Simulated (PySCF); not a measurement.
Delta-SCF ions had no search for a lower state. Excitations are Tamm–Dancoff values on a coarser integration grid. The basis has no diffuse functions, so Rydberg states are missing or too high.

Cartesian coordinates (Å):
```xyz
8

N     -1.6376    -0.1283    -0.1381
Si    -0.1016     0.5593    -0.2726
Si     1.8336    -0.5013    -0.4894
H     -2.4826     0.3184    -0.4521
H     -1.7947    -1.0502     0.2338
H     -0.3372     1.9089    -0.8377
H      2.7634     0.5094     0.0953
H      1.7569    -1.6162     0.5004
```
Charge 0, multiplicity 1.

**Question.** Give the HOMO, vertical ionisation energy (Delta-SCF), S1 excitation (TDA), total energy, dipole moment, S1–T1 gap (TDA), LUMO and S1 oscillator strength at the level CAM-B3LYP-D3(BJ)/def2-TZVP (PySCF).

**Answer.** 
```json
{
 "HOMO": "-6.75 eV",
 "vertical ionisation energy (Delta-SCF)": "7.54 eV",
 "S1 excitation (TDA)": "4.21 eV",
 "total_energy": "-17326.52 eV",
 "dipole_moment": "3.62 D",
 "S1–T1 gap (TDA)": "2.44 eV",
 "LUMO": "-0.70 eV",
 "S1 oscillator strength": "0.461"
}
```
